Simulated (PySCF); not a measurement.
Al: excitation energy

Al [Ne] 3s2 3p1 (2P) → Al [Ne] 3s2 3d1 (2D), as a difference of total energies. Calculation: PySCF 2.14, in dyall-acv3z; the non-relativistic Hamiltonian (point nucleus). Correlated levels: valence and next inner shell: 1s2 frozen; virtual orbitals above 40 to 60 times the deepest correlated orbital energy dropped. The calculations carry no spin-orbit coupling.

```tsv
method	excitation energy (cm⁻¹)
UHF	35372
MP2 (valence and next inner shell)	35344
SCS-MP2 (valence and next inner shell)	35420
CCSD (valence and next inner shell)	34510
CCSD(T) (valence and next inner shell)	33549
```

Errors of the correlated levels include the incompleteness of this basis and the frozen core.

The promoted electron is Rydberg-like, and one or two diffuse shells describe it only roughly, which tends to raise the upper state.

The coupled-cluster amplitudes are large for the upper state (T1 above 0.03 or a double amplitude above 0.15), so a single reference is strained.

Q: Which method comes closest to the reference value, and which is furthest?

A: The reference is 32362 cm⁻¹ (measured; NIST levels, between the centres of gravity of the two terms). Closest: CCSD(T) (valence and next inner shell) (error 1187.6 cm⁻¹); furthest: SCS-MP2 (valence and next inner shell) (error 3058.4 cm⁻¹).
